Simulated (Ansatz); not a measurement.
Cl₂GeH₄N₂ (`[NH2][Ge]([NH2])([Cl])[Cl]`), relaxed with RKS PBE-D4/def2-SVP in the Gaussian-basis code of Ansatz from a rough embedded geometry. The force threshold is 0.03 eV/Å; the program also tests the step.

Charge 0, multiplicity 1.

Start:

```xyz
9

N     1.557   -0.396    0.064
Ge   -0.097    0.244   -0.327
N    -1.273   -0.280    1.003
Cl   -0.097    2.345   -0.479
Cl   -0.713   -0.562   -2.254
H     1.904    0.079    0.983
H     2.247   -0.019   -0.663
H    -2.232   -0.026    0.667
H    -1.297   -1.387    1.005
```

Problem. By how much does the energy fall, and how many steps does the optimiser take? (Best estimate.)

Solution. Ansatz gave: 33.22 kJ/mol, in 7 steps.

Problem. Which bonds change most? (An estimate is asked.)

Solution. The calculation gave: N3–H9 from 1.108 to 1.027 Å; Ge2–Cl4 from 2.106 to 2.183 Å; N1–H6 from 1.091 to 1.027 Å; N1–H7 from 1.071 to 1.026 Å.

Problem. Give the relaxed structure. (Estimate.)

Solution. Computed: 
```xyz
9

N     1.570   -0.358    0.087
Ge   -0.103    0.227   -0.343
N    -1.257   -0.330    0.954
Cl   -0.380    2.390   -0.443
Cl   -0.460   -0.541   -2.356
H     1.947    0.096    0.928
H     2.241   -0.248   -0.681
H    -2.180    0.113    0.884
H    -1.376   -1.350    0.970
```
